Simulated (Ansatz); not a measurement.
One step, two centres

1,2-elimination, with the central atom changed down its group and all else kept; in the first member these bonds form or tighten: H–S; these break or loosen: H–S, S–Si.

Gas-phase electronic energies, without zero-point energy, by CCSD(T) at an estimated basis limit (MP2 extrapolated from triple and quadruple zeta, plus CCSD(T) − MP2 in triple zeta); Ansatz 0.2.0, def2-TZVPP and QZVPP, frozen cores, core potentials past krypton, on PBE0-D4/def2-TZVP structures. Extrapolation: Hartree–Fock as exp(−7.88 √X), correlation as X^−2.97. All energies, in kJ/mol, count from the reactant; the end structure is reached by relaxing down from the saddle. Brackets give SMILES, or, where every atom is bracketed, only which atoms are joined. Steps whose reference was doubtful or whose search ended elsewhere are left out.

| reactants | products | saddle | end structure |
| --- | --- | --- | --- |
| SiH₄S₂ ([SH][SiH2][SH]) | SiH₂S ([SiH2][S]) + H₂S, still joined by a dative S–Si bond | ? | 134.8 |
| SnH₄S₂ ([SH][SnH2][SH]) | SnH₂S ([S][SnH2]) + H₂S, still joined by a dative S–Sn bond | 150.3 | 132.4 |

(1) What is the height of the saddle for SiH₄S₂ ([SH][SiH2][SH])? (An estimate is asked for; the value comes from the calculation.)

T1 diagnostic: at most 0.017. The filled d shells of Sn are correlated in sets not built for that, so values that involve them are less sure.

For scale, one of the runs: CCSD(T)/def2-TZVPP, 190 basis functions (an equivalent command: `ansatz run in.yaml --threads 4`). Time: 45 s of wall clock on 4 CPU threads; the host was shared. Peak host memory: 2.1 GiB.

Answers

(1) By the calculation: 160.6 kJ/mol relative to the reactant, the higher of the two.

The saddle falls down the group: the larger centre, with longer and weaker bonds, takes on an extra partner at less cost.
